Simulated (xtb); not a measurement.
Species: C2H7Ga, SMILES `[CH3][GaH][CH3]` (charge 0, multiplicity 1).

Give a relaxed geometry from GFN2-xTB run with xtb.

the end point of this relaxation (outside a Z-matrix the atoms follow the SMILES, hydrogens last).
Z-matrix (Å, degrees):
```
Ga
H 1 1.5957
C 1 2.0323 2 116.78
H 3 1.0941 1 111.59 2 53.86
H 3 1.0942 4 107.12 1 122.19
H 3 1.0948 4 108.07 5 115.98
C 1 2.0324 2 116.85 3 179.88
H 7 1.0940 1 111.62 2 51.02
H 7 1.0942 8 107.13 1 122.15
H 7 1.0948 8 108.12 9 115.93
```
